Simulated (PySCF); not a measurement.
2-ethenoxypropane (C5H10O), SMILES C(C)(OC=C)C. The structure is a stationary point at B3LYP-D3(BJ)/def2-SVP. The values are those of a single conformer.

Computed equilibrium geometry at B3LYP-D3(BJ)/def2-SVP (PySCF confirms it by a frequency run) as Cartesian coordinates in Å (one conformer of several):
```xyz
16

C      2.6655     0.1093    -0.3516
C      1.4956     0.0093     0.2864
O      0.3325     0.4738    -0.2232
C     -0.8767    -0.0095     0.3689
C     -1.9688     0.9841     0.0083
C     -1.1759    -1.4262    -0.1104
H      2.7271     0.5482    -1.3498
H      3.5799    -0.2339     0.1331
H      1.4231    -0.4351     1.2899
H     -0.7436    -0.0200     1.4694
H     -2.0955     1.0287    -1.0848
H     -1.7073     1.9909     0.3657
H     -2.9277     0.6864     0.4590
H     -2.0999    -1.8078     0.3515
H     -0.3544    -2.1122     0.1474
H     -1.2997    -1.4378    -1.2049
```
